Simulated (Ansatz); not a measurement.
Gas-phase electronic energies from Ansatz, PBE0-D4/def2-TZVP geometries. CCSD(T)/CBS is the MP2 limit (def2-TZVPP, def2-QZVPP) plus CCSD(T) − MP2 in def2-TZVPP, frozen cores. This one scheme is used for every species. Functionals use def2-TZVPP. One conformer a species, not always the lowest.

Reaction (formal hydrolysis of the Si–F bond): `N[SiH](F)Cl` + H₂O → `N[SiH](O)Cl` + H–F

```
          level  ΔE (kJ/mol)
    LDA (SPW92)         36.0
      r2SCAN-D4         41.5
        PBE0-D4         38.1
     r2SCANh-D4         40.9
        ωB97M-V         41.0
           BLYP         45.5
  CCSD/def2-SVP         42.1
CCSD/def2-TZVPP         39.9
```

Question: What does CCSD(T)/CBS give? (Best estimate.)

Answer: Computed: +39.7 kJ/mol. The listed levels differ from it by -3.7, 1.8, -1.6, 1.2, 1.3, 5.8, 2.4, 0.2 kJ/mol.

Largest T1 diagnostic among the species: 0.010.

In def2-TZVPP, CCSD(T) changes the Hartree–Fock value by −7.3 kJ/mol (the triples alone add −1.2 kJ/mol) and MP2 by −9.1 kJ/mol. The D4 term adds −3.2 kJ/mol with B3LYP and −1.7 kJ/mol with PBE0; it sums over pairs of atoms, weighted by their polarisabilities, and B3LYP, whose exchange is more repulsive, gets the larger term.

B3LYP here is the variant with VWN-RPA as its local correlation; programs differ in this.
